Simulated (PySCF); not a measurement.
[SnBr6]2- (charge -2).
Bonds: Sn1–Br2, Sn1–Br3, Sn1–Br4, Sn1–Br5, Sn1–Br6, Sn1–Br7.

A GFN2-xTB structure was refined with PBE0-D3(BJ)/def2-SVP geometry optimisation, gas phase, def2 core potentials past Kr (PySCF). Its GFN2-xTB values:

```json
{"coordinate": "Sn1–Br2", "GFN2-xTB": "2.760 Å"}
{"coordinate": "Sn1–Br6", "GFN2-xTB": "2.869 Å"}
{"coordinate": "Br2–Sn1–Br3", "GFN2-xTB": "175.1°"}
{"coordinate": "Br2–Sn1–Br4", "GFN2-xTB": "92.1°"}
```

Q: How do these coordinates change at the PBE0-D3(BJ)/def2-SVP level?

A: 
```csv
coordinate,PBE0-D3(BJ)/def2-SVP (Å or °),change
Sn1–Br6,2.654,-0.215
Sn1–Br2,2.654,-0.106
Br2–Sn1–Br3,179.6,+4.5
Br2–Sn1–Br4,90.5,-1.6
```

The energy falls by 0.512 eV over 7 energy and gradient evaluations, the largest force component goes from 0.0197 to 2.9e-04 Eh/bohr, and the atoms move by 0.146 Å rms after alignment. The bond that changes most is Sn1–Br6 (ends: tin bonded to 6 Br; bromine bonded to Sn), which shortens by 0.215 Å. Bonds longer at the end by more than 0.005 Å: 0 of 6; shorter: 6.

The run used 218 basis functions and 52 SCF cycles in all. On an AMD EPYC 7R43 with one thread, shared host with 256 logical CPUs at a one-minute load of 118, this took 7.5 min wall and 2.0 GiB of memory at its peak.

Stationary, but not proved a minimum. Whether so highly charged an anion holds all its electrons in the gas phase wasn't checked; a finite basis holds them in any case. No counter-ion or solvent screens the charge of this multiply charged ion.
